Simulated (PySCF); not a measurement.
Partial charges of `CC(=O)O[C@@]([SiH3])(C#N)C=O`

Species: C5H7NO3Si.
SMILES with atom numbers: `[CH3:1][C:2](=[O:3])[O:4][C@@:5]([SiH3:6])([C:7]#[N:8])[CH:9]=[O:10]` (hydrogens: H11, H12, H13 on C1; H14, H15, H16 on Si6; H17 on C9)

Structure used (GFN2-xTB), in Å, numbered top down from 1:
```
atom  x, y, z in Å
C1     2.7341   -0.3177    0.3134
C2     1.2906    0.0705    0.2931
O3     0.7998    0.8957    1.0450
O4     0.5943   -0.5292   -0.6367
C5    -0.8190   -0.3242   -0.5676
Si6   -1.2596    1.3929    0.3744
C7    -1.3766   -0.2808   -1.8777
N8    -1.8285   -0.2293   -2.9277
C9    -1.4384   -1.3195    0.3356
O10   -0.8288   -1.9520    1.1557
H11    3.2002    0.0504    1.2222
H12    3.2294    0.1198   -0.5524
H13    2.8248   -1.3988    0.2451
H14   -0.5092    2.4545   -0.2826
H15   -1.4565    1.2125    1.8019
H16   -2.6278    1.5436   -0.1790
H17   -2.5361   -1.3764    0.2275
```

Density: PBE0/pcSseg-1 (PySCF); schemes: Mulliken, IAO, Hirshfeld and ESP-fitted. One conformer (not necessarily the lowest) at the GFN2-xTB geometry, without solvent, vibrations or thermal averaging. GFN2-xTB frequencies show an imaginary mode (57i cm⁻¹), so this geometry is no minimum at that level.

Problem. Atoms with like bonding are taken together and averaged. Which atoms carry the highest charge in the Mulliken, IAO, Hirshfeld and ESP-fitted schemes?

Solution. The schemes don't all agree: Mulliken Si6 (+0.596); IAO Si6 (+0.653); Hirshfeld Si6 (+0.288); ESP-fitted C2 (+0.788).

Problem. Do the Mulliken, IAO, Hirshfeld and ESP-fitted schemes agree on where the charge is lowest?

Solution. The schemes don't all agree: Mulliken O3 (-0.478); IAO C1 (-0.467); Hirshfeld O10 (-0.214); ESP-fitted C1 (-0.630).

Problem. At which atom do the 4 schemes differ most?

Solution. At C2: from +0.245 (Hirshfeld) to +0.788 e (ESP-fitted), 0.543 e apart.

Problem. What partial charge does each atom carry?

Solution. In e; atoms taken as equivalent share a row and are averaged (×n: the atom named and its like, n in all):

```csv
atom,environment,Mulliken,IAO,Hirshfeld,ESP-fitted
C1,methyl carbon next to a carbonyl,-0.209,-0.467,-0.107,-0.630
C2,ester carbonyl carbon,+0.460,+0.553,+0.245,+0.788
O3,ester carbonyl oxygen,-0.478,-0.442,-0.175,-0.491
O4,ester single-bonded oxygen,-0.385,-0.287,-0.070,-0.378
C5,sp3 carbon bound to oxygen,-0.410,-0.117,+0.015,+0.110
Si6,SiH3 silicon,+0.596,+0.653,+0.288,+0.493
C7,nitrile carbon,+0.225,+0.133,+0.072,+0.305
N8,nitrile nitrogen,-0.220,-0.212,-0.196,-0.423
C9,aldehyde carbon,+0.363,+0.254,+0.122,+0.394
O10,aldehyde oxygen,-0.340,-0.381,-0.214,-0.420
H11/H12/H13,methyl hydrogen,+0.160,+0.184,+0.068,+0.199
H14/H15/H16,Si–H hydrogen,-0.063,-0.121,-0.082,-0.121
H17,formyl hydrogen,+0.106,+0.125,+0.061,+0.017
```

Mean size of the charges over all atoms: ESP-fitted 0.318 e, IAO 0.267 e, Mulliken 0.262 e, Hirshfeld 0.119 e. Each set sums to the total charge, 0, to within 0.001 e. The Hirshfeld scheme weights the molecular density at each point by an atom's share of the summed free-atom densities.

Some averages cover members that differ in this geometry: H14/H15/H16, ESP-fitted -0.206 to -0.076; H14/H15/H16, IAO -0.164 to -0.099; H14/H15/H16, Mulliken -0.092 to -0.043; H14/H15/H16, Hirshfeld -0.106 to -0.070 e.

Problem. How many electrons does the IAO scheme count on C1?

Solution. Z − q = 6 − (-0.467) = 6.467.

Problem. How closely do the schemes follow one another over all atoms?

Solution. Correlation coefficient and root-mean-square difference: IAO with Hirshfeld 0.95, 0.187 e; IAO with ESP-fitted 0.95, 0.128 e; Mulliken with IAO 0.94, 0.111 e; Hirshfeld with ESP-fitted 0.93, 0.254 e; Mulliken with Hirshfeld 0.88, 0.195 e; Mulliken with ESP-fitted 0.86, 0.195 e.

Problem. Sum the charges by element, for elements with more than one atom.

Solution. 
```json
{"element": "C", "atoms": "5", "Mulliken": "+0.430", "IAO": "+0.355", "Hirshfeld": "+0.347", "ESP-fitted": "+0.967"}
{"element": "O", "atoms": "3", "Mulliken": "-1.203", "IAO": "-1.110", "Hirshfeld": "-0.459", "ESP-fitted": "-1.289"}
{"element": "H", "atoms": "7", "Mulliken": "+0.397", "IAO": "+0.314", "Hirshfeld": "+0.020", "ESP-fitted": "+0.252"}
```
